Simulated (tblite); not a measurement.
Give a GFN2-xTB geometry of InChI=1S/C3H3ClF4Si/c1-9(4,8)3(7)2(5)6/h1H3/t9-/m0/s1.

Z-matrix in Å and degrees, rows numbered from 1:
```
C 
Si  1  1.8851
F   2  1.6135  1  109.28
Cl  2  1.9936  1  116.15  3   121.42
C   2  1.9029  1  109.22  3  -112.93
F   5  1.3509  2  117.00  1   -18.73
C   5  1.3258  2  125.35  1   161.24
F   7  1.3237  5  122.48  2     0.62
F   7  1.3226  5  127.09  2  -179.38
H   1  1.0868  2  111.10  3   -65.63
H   1  1.0871  2  111.17  3    54.29
H   1  1.0862  2  111.45  3   174.26
```

Si2 (fluorine-bound silicon) is distorted tetrahedral (angles from 103.8° to 116.1°). Of the pairs four or more bonds apart, F3···F8 is among the closest relative to their van der Waals radii: 3.03 Å, 103 % of the sum of Bondi's values. The 3 C–F bonds span 1.323 Å (C7–F9, drawn single) to 1.351 Å (C5–F6, drawn single), a spread of 0.028 Å.

Computed geometry: GFN2-xTB, gas phase.

Point group: C1 (no symmetry element, even within 0.4 Å). Its GFN2-xTB frequencies are all real (lowest 17 cm⁻¹). One conformer, not necessarily the lowest (C1–Si2–C5–F6 -19°).

Hardware: one thread, Intel Xeon at 2.50 GHz (x86_64), no GPU, shared host with 64 logical CPUs at a one-minute load of 62. Cost: 1.3 s wall, 1.1 s CPU. This is the geometry optimisation.
